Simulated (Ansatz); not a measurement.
Fe(NH2)2 (FeN₂H₄). The state is a triplet with charge 0. Geometry PBE0-D4/def2-TZVP; atoms count from 1.

```xyz
7

Fe   -0.0007   -0.0016    0.0002
N     1.2077   -0.4057    1.2936
H     1.0696   -0.3174    2.2904
H     2.1728   -0.6591    1.1314
N    -1.2079    0.4047   -1.2934
H    -2.1725    0.6607   -1.1319
H    -1.0688    0.3183   -2.2903
```

The charge 0 triplet is spin-contaminated (final ⟨S²⟩ up to 2.65, 2.00 for a pure state). At PBE0-D4/def2-TZVP a quintet of charge 0 lies 1.13 eV below the triplet, each at its own geometry.

(1) Estimate the Mulliken populations from the PBE0/def2-TZVP orbitals of Ansatz.

(2) Where does the spin sit?

(3) And the Mayer bond orders between heavy atoms (over 0.3)?

Answers

(1) 
```tsv
atom	charge (e)	spin (α − β)	d electrons
Fe1	0.61	2.37	6.39
N2	-0.79	-0.21	–
H3	0.24	0.01	–
H4	0.24	0.01	–
N5	-0.79	-0.21	–
H6	0.24	0.01	–
H7	0.24	0.01	–
```
Mulliken values depend strongly on the basis.

(2) Summed by element: Fe 2.37, N -0.42, H 0.05, of 2 unpaired in all. Largest on single atoms: Fe1 2.37, N5 -0.21, N2 -0.21.

(3) Fe1–N2 1.02 (1.82 Å); Fe1–N5 1.02 (1.82 Å).
